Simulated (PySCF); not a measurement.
## Computed spin Hamiltonian

Species: C6H12N (doublet state).
Z-matrix (Å and degrees, GFN2-xTB geometry), rows numbered from 1:
```
C 
C   1  1.4700
N   2  1.4366  1  112.13
C   3  1.4620  2  118.93  1   -68.99
C   4  1.5319  3   89.39  2  -138.62
C   3  1.4658  2  118.96  1  -179.39
C   6  1.5172  3  114.00  2  -101.34
H   1  1.0701  2  120.00  3   -15.67
H   1  1.0714  2  120.19  3   166.86
H   2  1.1054  1  110.74  3   119.02
H   2  1.1145  1  109.59  3  -125.05
H   4  1.0980  3  113.52  2   -23.46
H   4  1.0912  3  113.43  2   101.88
H   5  1.0868  4  116.35  3   131.05
H   5  1.0867  4  113.40  3  -100.22
H   6  1.1019  3  112.80  2    25.13
H   7  1.0874  6  110.17  3  -170.97
H   7  1.0874  6  110.38  3    68.88
H   7  1.0864  6  109.75  3   -50.71
```

The hyperfine couplings belong to this conformer and change with its torsions.

The species is `C1N([C@H](C)C1)C[CH2]` [radical].

The calculation used UKS B3LYP, pcH-1 on C H N, non-relativistic, mean-field spin-orbit, GIAO (PySCF 2.14.0). The structure is a single GFN2-xTB conformer in the gas phase; no vibrational or solvent corrections. A GFN2-xTB geometry isn't a minimum of the functional, and hyperfine couplings can be far from their values at a DFT geometry. The SCF solution wasn't tested for stability.

```json
{"g1, g2, g3": "2.00222, 2.00279, 2.00295", "g_iso": "2.00265", "Form of g": "rhombic: the two nearest values differ by 23 % of g3 − g1", "⟨S²⟩": "0.7537 (exact 0.7500)", "HOMO–LUMO gap, α and β orbitals": "6.82, 4.40 eV", "Total energy": "-290.54045 Eh", "Basis functions": "295"}
```

Isotropic coupling and dipolar principal values T1 to T3, in 10⁻⁴ cm⁻¹; ρ(0) is the spin density at the nucleus (1 × 10⁻⁴ cm⁻¹ = 2.998 MHz):

```json
{"atom": "C1", "isotope": "13C", "a_iso": "29.3", "T1": "-27.1", "T2": "-26.9", "T3": "54.1", "Mulliken spin population": "1.08", "ρ(0) (bohr⁻³)": "0.0782"}
{"atom": "C2", "isotope": "13C", "a_iso": "-12.3", "T1": "-0.8", "T2": "0.1", "T3": "0.7", "Mulliken spin population": "-0.09", "ρ(0) (bohr⁻³)": "-0.0328"}
{"atom": "N3", "isotope": "14N", "a_iso": "1.5", "T1": "-0.2", "T2": "-0.1", "T3": "0.3", "Mulliken spin population": "0.00", "ρ(0) (bohr⁻³)": "0.0138"}
{"atom": "C4", "isotope": "13C", "a_iso": "-0.5", "T1": "-0.3", "T2": "-0.1", "T3": "0.4", "Mulliken spin population": "0.00", "ρ(0) (bohr⁻³)": "-0.0013"}
{"atom": "C5", "isotope": "13C", "a_iso": "0.0", "T1": "-0.1", "T2": "-0.1", "T3": "0.1", "Mulliken spin population": "0.00", "ρ(0) (bohr⁻³)": "-0.0001"}
{"atom": "C6", "isotope": "13C", "a_iso": "-0.5", "T1": "-0.1", "T2": "-0.1", "T3": "0.2", "Mulliken spin population": "0.00", "ρ(0) (bohr⁻³)": "-0.0014"}
{"atom": "C7", "isotope": "13C", "a_iso": "0.0", "T1": "-0.1", "T2": "-0.1", "T3": "0.1", "Mulliken spin population": "0.00", "ρ(0) (bohr⁻³)": "0.0000"}
{"atom": "H8", "isotope": "1H", "a_iso": "-21.5", "T1": "-13.2", "T2": "0.1", "T3": "13.2", "Mulliken spin population": "-0.05", "ρ(0) (bohr⁻³)": "-0.0144"}
{"atom": "H9", "isotope": "1H", "a_iso": "-21.0", "T1": "-13.1", "T2": "-0.1", "T3": "13.2", "Mulliken spin population": "-0.04", "ρ(0) (bohr⁻³)": "-0.0141"}
{"atom": "H10", "isotope": "1H", "a_iso": "51.5", "T1": "-2.0", "T2": "-0.9", "T3": "2.9", "Mulliken spin population": "0.06", "ρ(0) (bohr⁻³)": "0.0345"}
{"atom": "H11", "isotope": "1H", "a_iso": "29.7", "T1": "-1.7", "T2": "-1.5", "T3": "3.2", "Mulliken spin population": "0.04", "ρ(0) (bohr⁻³)": "0.0199"}
{"atom": "H12", "isotope": "1H", "a_iso": "0.2", "T1": "-0.9", "T2": "-0.8", "T3": "1.7", "Mulliken spin population": "0.00", "ρ(0) (bohr⁻³)": "0.0001"}
{"atom": "H13", "isotope": "1H", "a_iso": "0.4", "T1": "-0.7", "T2": "-0.6", "T3": "1.4", "Mulliken spin population": "0.00", "ρ(0) (bohr⁻³)": "0.0003"}
{"atom": "H14", "isotope": "1H", "a_iso": "0.1", "T1": "-0.2", "T2": "-0.2", "T3": "0.4", "Mulliken spin population": "0.00", "ρ(0) (bohr⁻³)": "0.0000"}
{"atom": "H15", "isotope": "1H", "a_iso": "-0.1", "T1": "-0.2", "T2": "-0.2", "T3": "0.4", "Mulliken spin population": "0.00", "ρ(0) (bohr⁻³)": "0.0000"}
{"atom": "H16", "isotope": "1H", "a_iso": "0.0", "T1": "-0.4", "T2": "-0.3", "T3": "0.8", "Mulliken spin population": "0.00", "ρ(0) (bohr⁻³)": "0.0000"}
{"atom": "H17", "isotope": "1H", "a_iso": "0.1", "T1": "-0.2", "T2": "-0.1", "T3": "0.3", "Mulliken spin population": "0.00", "ρ(0) (bohr⁻³)": "0.0001"}
{"atom": "H18", "isotope": "1H", "a_iso": "0.2", "T1": "-0.3", "T2": "-0.3", "T3": "0.6", "Mulliken spin population": "0.00", "ρ(0) (bohr⁻³)": "0.0002"}
{"atom": "H19", "isotope": "1H", "a_iso": "0.0", "T1": "-0.2", "T2": "-0.2", "T3": "0.5", "Mulliken spin population": "0.00", "ρ(0) (bohr⁻³)": "0.0000"}
```

The largest Mulliken spin populations are on C1 (+1.08), C2 (-0.09) and H10 (+0.06). No atom but C1 exceeds +0.15. The positive populations add up to 1.18 and the negative ones to -0.18, together 2S = 1. The angles at C1 add up to 360.0°, so it is planar; its axial dipolar tensor and the negative couplings of its protons fit spin in a p orbital normal to that plane.

Axes: g2 points within 2° of the C1–C2 bond.

Under fast tumbling the dipolar parts average out, and these isotropic splittings remain: 1 × 1H (H10, I = 1/2, 2 lines) with 5.51 mT, 1 × 1H (H11, I = 1/2, 2 lines) with 3.18 mT, 2 × 1H (H8/H9, I = 1/2, 3 lines) with 2.27 mT, 1 × 14N (N3, I = 1, 3 lines) with 0.16 mT and 1 × 1H (H13, I = 1/2, 2 lines) with 0.04 mT.

Nuclei that the bonding pattern makes equivalent are averaged, as if the motion that swaps them (rotation, inversion, ring flip) were fast.

The 13C coupling of C1 (87.9 MHz) shows only in satellite lines or after enrichment, since that isotope makes up about 1.07 % of natural carbon.

The spin density at the nucleus, in bohr⁻³, is negative for C2 (-0.0328), H8/H9 (-0.0142) and C6 (-0.0014), for instance. A restricted open-shell determinant has no negative spin density anywhere; here it arises because α and β orbitals differ (spin polarisation).

The run took 85 s of wall time (with the writing of density and orbital grids) on one thread, Arm Neoverse V1 (aarch64), shared host, and the process peaked at 0.97 GiB of memory.
